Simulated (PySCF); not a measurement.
Fill in the blanks.

[Al(H2O)6]3+ (charge +3).
Geometry (PBE0-D3(BJ)/def2-SVP, Å), atoms numbered from 1 in this order:
```
atom  x, y, z in Å
Al1    0.002   -0.009   -0.003
O2    -0.014   -0.010    1.931
H3    -0.637    0.499    2.487
H4     0.644   -0.379    2.551
O5     0.007   -0.037   -1.934
H6    -0.267   -0.730   -2.565
H7     0.271    0.728   -2.482
O8     1.928    0.044    0.022
H9     2.529    0.521    0.626
H10    2.499   -0.470   -0.582
O11   -1.924    0.027    0.038
H12   -2.489   -0.528    0.610
H13   -2.517    0.408   -0.639
O14   -0.023    1.924   -0.080
H15    0.742    2.520   -0.194
H16   -0.791    2.503    0.090
O17    0.021   -1.942    0.017
H18   -0.266   -2.573   -0.671
H19    0.283   -2.496    0.778
```

| property | level | value |
| --- | --- | --- |
| rotational constants A, B, C | PBE0-D3(BJ)/def2-SVP | ? |
| HOMO energy | B3LYP/pcSseg-1 (pcSseg-2 on Al) | -23.53 eV |
| LUMO energy | B3LYP/pcSseg-1 (pcSseg-2 on Al) | -13.44 eV |
| 1H chemical shifts (computed TMS as zero) by class | GIAO B3LYP/pcSseg-1 (pcSseg-2 on Al) | ? |
| isotropic shieldings of nuclei other than C and H, by class | GIAO B3LYP/pcSseg-1 (pcSseg-2 on Al) | ? |
| core binding energies | ΔSCF SCAN, pcX-2 on the ionised atom, pcseg-1 elsewhere, spin-free X2C | ? |

Electronic properties: PySCF, gas phase, density fitting. Geometry: PBE0-D3(BJ)/def2-SVP; no solvent or vibrations. No counter-ion or solvent screens the charge of this multiply charged ion. NMR classes are plain means over equivalent atoms (diastereotopic ones count apart unless rotation or inversion swaps them), as if these changed places fast; in this geometry the members of some classes differ.

Task: What are the core binding energies?

Result: O1s 554.8 (O2/O5/O8/O11/O14/O17), Al1s 1583.7 (Al1) eV.

Task: What are the rotational constants A, B, C?

Result: 1.732, 1.714, 1.702 GHz.

Task: Give the 1H chemical shifts (computed TMS as zero) by class.

Result: 5.43 (H3/H4/H6/H7/H9/H10/H12/H13/H15/H16/H18/H19) ppm.

Task: Give the isotropic shieldings of nuclei other than C and H, by class.

Result: 294 (O2/O5/O8/O11/O14/O17), 571 (Al1) ppm.

The rotational constants are those of a nearly spherical top. With B = h/(8π²I), that is 505.379 GHz u Å² over I, the principal moments of inertia are 291.8, 294.9 and 297.0 u Å² (most abundant isotopes).
